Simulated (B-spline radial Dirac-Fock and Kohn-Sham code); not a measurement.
## Os⁷⁺ 5p1/2: cross section and angular parameters

System: osmium as Os⁷⁺, [Xe] 4f14 5d1; threshold 164.6 eV (orbital energy of the model). The computed values come from a radial B-spline solver: Dirac-Hartree-Slater photoionisation with a Latter tail; cross sections with all multipoles, angular parameters from the dipole term and its interference with E2.

```
hν (eV)  σ (kb)       β       γ       δ
    259    42.5  -0.062  -0.052   0.040
    300    35.4   0.113  -0.063   0.051
    341    30.9   0.319  -0.009   0.051
    523    20.2   0.959   0.275   0.031
    539    19.6   0.995   0.291   0.029
    540    19.6   0.997   0.292   0.029
    774    13.5   1.342   0.397   0.012
    800    13.0   1.366   0.399   0.011
   1000    10.2   1.499   0.380   0.005
   1120    8.86   1.551   0.350   0.002
 1253.6    7.67   1.594   0.310   0.001
   1300    7.31   1.605   0.295   0.000
 1486.9       ?       ?       ?       ?
   1580    5.61   1.658   0.212  -0.002
   2000    3.99   1.697   0.109  -0.004
   2330    3.16   1.712   0.051  -0.004
   3050    2.03   1.720  -0.011  -0.005
   3450    1.64   1.717  -0.017  -0.005
   5070   0.808   1.688   0.077  -0.005
   7660   0.351   1.627   0.375  -0.001
 9251.7   0.234   1.591   0.572   0.004
  10300   0.184   1.568   0.700   0.008
  10600   0.173   1.562   0.736   0.009
```

Q: Give the values at Al Kα (taken as 1486.9 eV).

A: σ = 6.10 kb, β = 1.643, γ = 0.239, δ = -0.002.
